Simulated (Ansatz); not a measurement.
Job for Ansatz (a first-principles code): R-B3LYP/def2-TZVPPD on C2H8AlN (SMILES [CH3][Al]([CH3])[NH2]). The basis file is the Basis Set Exchange's JSON of that set.

Ansatz 0.2 input:
```yaml
crystal:
  periodic: [false, false, false]
  atoms:
    - {symbol: Al, position_ang: [0.18077735, -0.00966819, -0.01748062]}
    - {symbol: N, position_ang: [1.94725623, -0.10619132, -0.19133894]}
    - {symbol: H, position_ang: [2.55951585, 0.68248868, -0.33197197]}
    - {symbol: H, position_ang: [2.48599491, -0.95802017, -0.16354171]}
    - {symbol: C, position_ang: [-0.66887972, 1.75170189, -0.10192447]}
    - {symbol: H, position_ang: [0.04987196, 2.55981636, -0.25620986]}
    - {symbol: H, position_ang: [-1.39914643, 1.80034874, -0.91558858]}
    - {symbol: H, position_ang: [-1.21835392, 1.97063659, 0.81882708]}
    - {symbol: C, position_ang: [-0.82078290, -1.67024861, 0.24867788]}
    - {symbol: H, position_ang: [-1.39580606, -1.64165805, 1.17931692]}
    - {symbol: H, position_ang: [-1.54517371, -1.82865259, -0.55626693]}
    - {symbol: H, position_ang: [-0.17517355, -2.55065334, 0.28750120]}
basis:
  gaussian:
    orbitals: def2-TZVPPD.json
hamiltonian:
  xc: {name: B3LYP}
scf: {lower_state_search: off}
```

The log:

```
WARN ansatz: RAYON_NUM_THREADS=4 ignored (pool sized by the plan → 4); use --threads N
Functional definition: B3LYP
these checks for a lower state are left out or cut short: stability, starts, cluster_reference, orbital_swaps, neighbouring_geometries, increment
integrals: 0.23 GiB planned
1307 factors; their error is unknown
mean field: 2.04 GiB planned
mean field evaluation 1: about -10274.9764 eV, gradient 1.0e2 eV
mean field evaluation 2: about -10249.8241 eV, gradient 1.3e2 eV
mean field evaluation 4: about -10295.6026 eV, gradient 1.1e1 eV
mean field evaluation 8: about -10295.8588 eV, gradient 5.2e-2 eV
mean field evaluation 16: about -10295.8587 eV, gradient 5.8e-5 eV
mean field -10295.85867990 eV, -378.3658277027 hartree, gradient 3.7e-6 eV, S^2 0.000000; 0 other end points of the search recorded, 0 dependent functions left out
reference -10295.85900738 eV, -378.3658397373 hartree; 20, 20 occupied and 275, 275 virtual orbitals, 1307 factors
Total energy: -10295.85900738 eV, -378.3658397373 hartree
Checks for a lower state left out: stability, starts, cluster_reference, orbital_swaps, neighbouring_geometries, increment
```

The calculation finished and met its thresholds.

Cost: very roughly 7 core-seconds.
